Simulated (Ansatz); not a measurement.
CH$_{6}$FNSSi (`CN[SiH](F)S`), relaxed with RKS PBE0-D4/def2-TZVP in Ansatz 0.2.0 from a PBE-D4/def2-SVP geometry. The force threshold is 0.005 eV/Å; the program also tests the step.

The species carries charge 0 and has multiplicity 1.

Start:

```xyz
11

C    -0.310    1.232    0.871
N     0.613    0.191    0.453
Si    0.238   -1.283   -0.355
F     1.691   -1.831   -0.883
S    -1.178   -0.907   -1.925
H     0.101    2.247    0.675
H    -0.580    1.182    1.952
H    -1.251    1.144    0.291
H     1.546    0.252    0.871
H    -0.363   -2.422    0.416
H    -0.506    0.195   -2.365
```

```
         step  energy (eV)  largest force (eV/Å)  largest move (Å)
            1  -24048.3280                 1.282             0.000
            2  -24048.3932                 0.760             0.039
            3  -24048.4092                 0.085             0.030
 4 (rejected)  -24048.4092                 0.072             0.039
            5  -24048.4103                 0.014             0.019
            6  -24048.4106                 0.028             0.035
 7 (rejected)  -24048.4087                 0.166             0.021
            8  -24048.4109                 0.009             0.011
            9  -24048.4110                 0.010             0.017
           10  -24048.4110                 0.006             0.003
11 (rejected)  -24048.4110                 0.005             0.003
           12  -24048.4110                 0.002             0.001
```

End:

```xyz
11

C    -0.313    1.211    0.893
N     0.615    0.205    0.424
Si    0.229   -1.247   -0.359
F     1.639   -1.826   -0.837
S    -1.130   -0.914   -1.953
H     0.064    2.218    0.693
H    -0.521    1.130    1.966
H    -1.261    1.107    0.363
H     1.547    0.287    0.799
H    -0.410   -2.322    0.435
H    -0.457    0.150   -2.425
```

It took 39 s on 4 threads of an AMD EPYC 7B13 on a shared host, with 0.58 GiB of host memory at the peak.
